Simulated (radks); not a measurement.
Question: The mean radii <r> (bohr) of the occupied orbitals of an atom or ion are listed with their occupations. Method: scalar-relativistic Kohn-Sham, BLYP, spin-polarised, spherical densities, point nucleus; computed with a radial shooting solver on a logarithmic mesh with Libxc functionals.

| orbital | occ. | <r> |
|---|---|---|
| 1s up | 1 | 0.02073 |
| 1s down | 1 | 0.02073 |
| 2s up | 1 | 0.08808 |
| 2s down | 1 | 0.08808 |
| 2p up | 3 | 0.07805 |
| 2p down | 3 | 0.07805 |
| 3s up | 1 | 0.2299 |
| 3s down | 1 | 0.2298 |
| 3p up | 3 | 0.2289 |
| 3p down | 3 | 0.2288 |
| 3d up | 5 | 0.2079 |
| 3d down | 5 | 0.2078 |
| 4s up | 1 | 0.5192 |
| 4s down | 1 | 0.5192 |
| 4p up | 3 | 0.5506 |
| 4p down | 3 | 0.5507 |
| 4d up | 5 | 0.5969 |
| 4d down | 5 | 0.5974 |
| 5p up | 3 | 1.435 |
| 5p down | 3 | 1.443 |
| 4f up | 7 | 0.7901 |
| 4f down | 4 | 0.8026 |
| 6s up | 1 | 3.014 |
| 5f up | 2 | 5.882 |

Name the element and its charge. Open shells, if any, are filled with parallel spins first.

Answer: Z = 67, holmium, charge +1: Ho+ in [Kr] 4d10 4f11 5p6 6s1 5f2. The 1s radius gives Z: for a bare nucleus <r> = (2 gamma + 1)/(2Z) with gamma = sqrt(1 - (Z/c)^2), 0.02048 bohr for Z = 67, and screening makes it slightly larger (0.02073 here). The occupations add up to 66, and the charge is Z minus that.
